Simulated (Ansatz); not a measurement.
C₅H₅F, SMILES C=C=CC(=C)F.

Coordinates come from a PBE-D3(BJ)/def2-SVP optimisation. This is a generated structure with no PubChem entry under its InChIKey; it may be hypothetical. One conformer was computed; it need not be the lowest.

Two levels are set side by side: PBE/def2-SVPD (Ansatz, a program for electronic structure) and PBE0/def2-SVPD (Ansatz). Energy differences of separate SCF runs at the same geometry; the states with an electron removed or added have multiplicity 2 and 2. Differences are taken from unrounded values.

```json
[
 {"quantity": "vertical ionisation energy (eV)", "PBE0": "8.77"},
 {"quantity": "vertical singlet–triplet gap (eV)", "PBE0": "3.21"}
]
```

### Question
What does PBE give, and how far is it from PBE0? (An estimate is asked for; the answer gives what the named calculation found.)

### Answer

| quantity | PBE | PBE minus PBE0 |
|---|---|---|
| vertical ionisation energy (eV) | 8.69 | -0.08 |
| vertical singlet–triplet gap (eV) | 3.20 | -0.01 |

Here PBE gives about what the other level gives.
